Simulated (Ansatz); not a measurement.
`C[CH2][In]([OH])[SH]` and `[OH][In]([SH])[SH]` differ in one atom or group.

Ansatz, PBE0-D4/def2-TZVP geometries, multiplicity 1. Each molecule was computed in one conformer, which needn't be the lowest.

Elements past krypton have def2 core potentials.

```json
{"property": "size of the dipole moment (PBE/def2-TZVPP) / D", "`C[CH2][In]([OH])[SH]`": "3.22"}
{"property": "size of the dipole moment (ωB97M-V/def2-TZVPP) / D", "`C[CH2][In]([OH])[SH]`": "3.35"}
{"property": "LUMO energy (B3LYP/def2-TZVPP) / eV", "`C[CH2][In]([OH])[SH]`": "-1.24"}
{"property": "HOMO–LUMO gap (ωB97M-V/def2-TZVPP) / eV", "`C[CH2][In]([OH])[SH]`": "10.07"}
{"property": "LUMO energy (PBE/def2-TZVPP) / eV", "`C[CH2][In]([OH])[SH]`": "-1.78"}
{"property": "size of the dipole moment (B3LYP/def2-TZVPP) / D", "`C[CH2][In]([OH])[SH]`": "3.35"}
```

(1) What does the change do to each property? (Best estimate.)

## Answers

(1) The calculation gave: 
```csv
property,`[OH][In]([SH])[SH]`,shift
size of the dipole moment (PBE/def2-TZVPP) / D,0.57,-2.65
size of the dipole moment (ωB97M-V/def2-TZVPP) / D,0.68,-2.67
LUMO energy (B3LYP/def2-TZVPP) / eV,-2.04,-0.80
HOMO–LUMO gap (ωB97M-V/def2-TZVPP) / eV,9.94,-0.13
LUMO energy (PBE/def2-TZVPP) / eV,-2.59,-0.81
size of the dipole moment (B3LYP/def2-TZVPP) / D,0.66,-2.69
```

With PBE0 the HOMO falls by 0.41 eV and the LUMO falls by 0.81 eV, so the gap narrows by about 0.40 eV. PBE moves the HOMO by -0.40 eV and ωB97M-V by -0.37 eV. Dipoles are sizes alone; their direction can turn.

B3LYP here is the variant with VWN-RPA as its local correlation; programs differ in this.
